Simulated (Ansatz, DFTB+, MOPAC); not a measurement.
Species: CNO, charge -1, multiplicity 1. SMILES: C(=O)=[N-]

Atoms: N1, C2, O3. Bonds: N1-C2, C2-O3.

Bond lengths (Å) and angles (degrees) optimised at MNDO with MOPAC; SCC-DFTB with DFTB+; HF/STO-3G with Ansatz (a first-principles code), each started from the B3LYP-D3(BJ)/def2-TZVP structure (Ansatz) of the last column. A row stands for all coordinates that are equal there. No wavenumbers were computed at MNDO, SCC-DFTB, HF/STO-3G, so these may be saddle points.

```json
[
 {"coordinate": "N1-C2", "MNDO": "1.187", "SCC-DFTB": "1.189", "HF/STO-3G": "1.177", "B3LYP-D3(BJ)/def2-TZVP": "1.186"},
 {"coordinate": "C2-O3", "MNDO": "1.235", "SCC-DFTB": "1.242", "HF/STO-3G": "1.258", "B3LYP-D3(BJ)/def2-TZVP": "1.226"},
 {"coordinate": "N1-C2-O3", "MNDO": "180.0", "SCC-DFTB": "180.0", "HF/STO-3G": "180.0", "B3LYP-D3(BJ)/def2-TZVP": "180.0"}
]
```

Mean signed difference of all 2 bond lengths from B3LYP-D3(BJ)/def2-TZVP: MNDO 0.005 Å, SCC-DFTB 0.009 Å, HF/STO-3G 0.011 Å.
